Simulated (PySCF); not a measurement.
CH3Cl2NSi2. Atoms are numbered in the order given.

```xyz
9

Cl     1.4261    -0.1192     1.6782
Si     0.2299     0.0200     0.0000
Cl     1.4261    -0.1192    -1.6782
N     -0.7369     1.5349     0.0000
C     -1.9423     1.0729     0.0000
Si    -1.9351    -0.8676     0.0000
H     -2.7986     1.7749     0.0000
H     -2.5013    -1.5188    -1.2175
H     -2.5013    -1.5188     1.2175
```
Charge 0, spin multiplicity 1.

Coordinates come from a B3LYP-D3(BJ)/def2-SVP optimisation. This is a generated structure with no PubChem entry under its InChIKey; it may be hypothetical.

Method: PBE/pcSseg-1 run with PySCF.

GIAO shieldings, no solvent; atoms alike by connectivity are averaged. δ = σ(ref) − σ: ³⁵Cl against HCl (σ = 936.5 ppm); ²⁹Si against TMS (σ = 335.4 ppm); ¹⁵N against NH3 (σ = 267.0 ppm); ¹³C against TMS (σ = 182.0 ppm); ¹H against TMS (σ = 31.49 ppm), references at their B3LYP-D3(BJ)/def2-TZVP geometries, non-relativistic (without spin–orbit terms, shifts of atoms bonded to Cl or Br come out too high).

| atoms | nucleus | count | δ (ppm) |
|---|---|---|---|
| Cl1, Cl3 | ³⁵Cl | 2 | 165.9 |
| Si2 | ²⁹Si | 1 | 28.5 |
| Si6 | ²⁹Si | 1 | ___ |
| N4 | ¹⁵N | 1 | 579.5 |
| C5 | ¹³C | 1 | 216.3 |
| H7 | ¹H | 1 | ___ |
| H8, H9 | ¹H | 2 | ___ |

Q: Some entries are withheld; supply them. (The exact figures need the calculation; the answer reports its results.)

A: 
- H8, H9, δ (ppm): 6.23
- H7, δ (ppm): 10.75
- Si6, δ (ppm): 7.8
